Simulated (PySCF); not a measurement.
SMILES c1(ccc(s1)CC)C=C (C8H10S), GFN2-xTB optimised geometry.

```
19

C     -2.29    -2.17    -0.01
C     -0.97    -2.22     0.00
C     -0.09    -1.07     0.00
C      1.27    -1.07     0.00
C      1.84     0.22     0.00
C      0.90     1.21     0.00
C      1.12     2.69     0.03
C      0.81     3.26     1.42
S     -0.70     0.56     0.00
H     -2.82    -1.23    -0.01
H     -2.89    -3.06    -0.01
H     -0.45    -3.17     0.00
H      1.86    -1.98     0.00
H      2.89     0.41     0.00
H      0.47     3.17    -0.70
H      2.16     2.90    -0.23
H     -0.22     3.06     1.69
H      1.46     2.80     2.17
H      0.98     4.33     1.43
```

Density from PBE0/def2-SVP in PySCF 2.14.0 at that geometry.

Minimum of the electron density along straight lines between bonded atoms, close to the bond critical point (lines longer than 1.1 times the sum of covalent radii, or with two minima, are not listed):

```
bond    length / Å  ρ at the minimum / e bohr⁻³  ∇²ρ there / e bohr⁻⁵  position (fraction from the first atom)
------  ----------  ---------------------------  --------------------  ---------------------------------------
C1–C2        1.330                        0.340                 -0.91                                     0.49
C2–C3        1.437                        0.283                 -0.70                                     0.49
C3–C4        1.369                        0.319                 -0.80                                     0.51
C4–C5        1.408                        0.298                 -0.74                                     0.50
C5–C6        1.362                        0.322                 -0.81                                     0.49
C6–C7        1.490                        0.258                 -0.61                                     0.52
C7–C8        1.530                        0.239                 -0.54                                     0.50
C3–S9        1.742                        0.207                 -0.42                                     0.46
C6–S9        1.733                        0.211                 -0.44                                     0.47
C1–H10       1.078                        0.282                 -1.07                                     0.63
C1–H11       1.075                        0.283                 -1.09                                     0.63
C2–H12       1.083                        0.282                 -1.07                                     0.63
C4–H13       1.076                        0.283                 -1.08                                     0.63
C5–H14       1.076                        0.283                 -1.08                                     0.63
C7–H15       1.093                        0.276                 -1.01                                     0.63
C7–H16       1.092                        0.276                 -1.01                                     0.63
C8–H17       1.088                        0.277                 -1.02                                     0.63
C8–H18       1.088                        0.277                 -1.02                                     0.63
C8–H19       1.087                        0.277                 -1.01                                     0.62
```
